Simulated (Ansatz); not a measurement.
System: C3H6NSSi, net charge 1, singlet state. It need not be the lowest isomer of its formula. 
Coordinates optimised at B3LYP-D3(BJ)/def2-TZVP (Ansatz, a program for electronic structure):
SMILES: [SiH3]c1scc[nH+]1
```xyz
12

Si     2.2564     0.2720     0.0357
C      0.3448     0.1518     0.0070
N     -0.4776     1.2045     0.0075
C     -1.8251     0.9334    -0.0155
C     -2.0602    -0.3986    -0.0347
S     -0.5785    -1.2679    -0.0232
H      2.7325    -0.3712    -1.1985
H      2.4971     1.7262     0.0670
H      2.6985    -0.4191     1.2565
H     -0.1227     2.1540     0.0241
H     -2.5417     1.7390    -0.0164
H     -3.0129    -0.9014    -0.0545
```
Charge +1, spin multiplicity 1.

Total electronic energies in hartree. Cores are frozen in the correlated levels unless marked. Spin-orbit coupling is left out. No relativistic terms. CBS marks a two-point X^-3 extrapolation of the correlation energy; Hartree-Fock from the larger set.

```json
[
 {"level": "B3LYP-D3(BJ)/def2-TZVPD", "program": "Ansatz + dftd3", "energy (Eh)": "[?]"},
 {"level": "PBE0/def2-TZVPD", "program": "Ansatz", "energy (Eh)": "-859.73599"},
 {"level": "r2SCANh-D4/def2-TZVPD", "program": "Ansatz + dftd4", "energy (Eh)": "-860.03820"},
 {"level": "r2SCAN0/def2-TZVPD", "program": "Ansatz", "energy (Eh)": "-860.01627"},
 {"level": "HSE06-D3(BJ)/def2-TZVPD", "program": "Ansatz + dftd3", "energy (Eh)": "[?]"},
 {"level": "B2PLYP-D4/def2-TZVPD", "program": "Ansatz + dftd4", "energy (Eh)": "-859.81119"},
 {"level": "PBE-QIDH/def2-TZVPD", "program": "Ansatz", "energy (Eh)": "[?]"},
 {"level": "SCS-MP2/STO-3G", "program": "Ansatz", "energy (Eh)": "-848.41803"},
 {"level": "CCSD(T)/CBS(cc-pV(T+d)Z,cc-pV(Q+d)Z)", "program": "Ansatz", "energy (Eh)": "-859.0461"}
]
```

Task: What belongs in the gaps?

Result: 
- B3LYP-D3(BJ)/def2-TZVPD, energy (Eh): -860.26155
- HSE06-D3(BJ)/def2-TZVPD, energy (Eh): -859.72190
- PBE-QIDH/def2-TZVPD, energy (Eh): -859.53069
